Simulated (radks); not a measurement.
Task: All-electron atom: Ir57+ in [Ar] 4s2 (not the ground configuration). All-electron calculation, Dirac Kohn-Sham, LDA (Slater exchange, Perdew-Wang correlation), spin-unpolarised, spherical densities, finite nucleus; Fermi nuclear charge, rms radius 5.4032 fm. Program: a radial shooting solver on a logarithmic mesh with Libxc functionals.

Spin-orbit splittings of the eigenvalues, e(l+1/2) - e(l-1/2), with zeta = 2 splitting/(2l+1) and mean radii in bohr:

| shell | occ. | splitting (eV) | zeta (eV) | <r> j=l-1/2 | <r> j=l+1/2 |
|---|---|---|---|---|---|
| 2p | 6 | 1649 | 1099 | 0.05971 | 0.06779 |
| 3p | 6 | ? | ? | 0.1674 | 0.1799 |
| 3d | 0 | 98.32 | 39.33 | 0.1541 | 0.1580 |
| 4p | 0 | 160.4 | 107.0 | 0.3306 | 0.3477 |

Estimate the 3p splitting.

Result: 424.8 eV (zeta = 283.2 eV).
